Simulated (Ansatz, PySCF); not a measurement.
Ways to break one bond of COC [methoxymethane]:

A. COC [methoxymethane] → [CH2]OC + H atom
B. COC [methoxymethane] → [CH3] (CH3) + C[O]

Quantity: bond dissociation energy (enthalpy at 298 K, with B3LYP-D3(BJ) rigid-rotor harmonic-oscillator terms from PySCF), kcal/mol. Geometries: B3LYP-D3(BJ)/def2-TZVP minima from Ansatz (a quantum-chemistry and plane-wave program), one conformer each, not searched for the lowest. Cores are frozen in the correlated levels unless marked. Open shells are spin-unrestricted. No spin-orbit coupling. No relativistic terms. CBS marks a two-point X^-3 extrapolation of the correlation energy; Hartree-Fock from the larger set. [CCSD(T)-MP2]/basis is that difference in the basis named.

```json
[
 {"": "A", "RI-HF/cc-pVTZ (Ansatz)": "72.8", "BP86-D3(BJ)/def2-TZVPD (PySCF + dftd3)": "94.0", "CCSD(T)/aug-cc-pVDZ (Ansatz)": "93.0", "RI-MP2/CBS(cc-pVTZ,cc-pVQZ)+[CCSD(T)-MP2]/cc-pVTZ (Ansatz)": "[?]"},
 {"": "B", "RI-HF/cc-pVTZ (Ansatz)": "45.2", "BP86-D3(BJ)/def2-TZVPD (PySCF + dftd3)": "79.9", "CCSD(T)/aug-cc-pVDZ (Ansatz)": "78.5", "RI-MP2/CBS(cc-pVTZ,cc-pVQZ)+[CCSD(T)-MP2]/cc-pVTZ (Ansatz)": "[?]"}
]
```

Question: Complete the blanks.

Answer: 
- A, RI-MP2/CBS(cc-pVTZ,cc-pVQZ)+[CCSD(T)-MP2]/cc-pVTZ (Ansatz): 97.0
- B, RI-MP2/CBS(cc-pVTZ,cc-pVQZ)+[CCSD(T)-MP2]/cc-pVTZ (Ansatz): 84.6
